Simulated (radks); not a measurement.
Task: The mean radii <r> (bohr) of the occupied orbitals of an atom or ion are listed with their occupations. Method: scalar-relativistic Kohn-Sham, PBE, spin-unpolarised, spherical densities, finite nucleus; Fermi nuclear charge, rms radius of each element as measured or else 0.836 A^(1/3) + 0.57 fm; computed with a radial shooting solver on a logarithmic mesh with Libxc functionals.

orbital  occ.      <r>
1s          2  0.06644
2s          2   0.3082
2p          6   0.2741
3s          2   0.9489
3p          6    1.017
3d          3    1.383
4s          1    3.043

Name the element and its charge.

Result: Z = 23, vanadium, charge +1: V+ in [Ar] 3d3 4s1. The 1s radius gives Z: for a bare nucleus <r> = (2 gamma + 1)/(2Z) with gamma = sqrt(1 - (Z/c)^2), 0.0646 bohr for Z = 23, and screening makes it slightly larger (0.06644 here). The occupations add up to 22, and the charge is Z minus that.
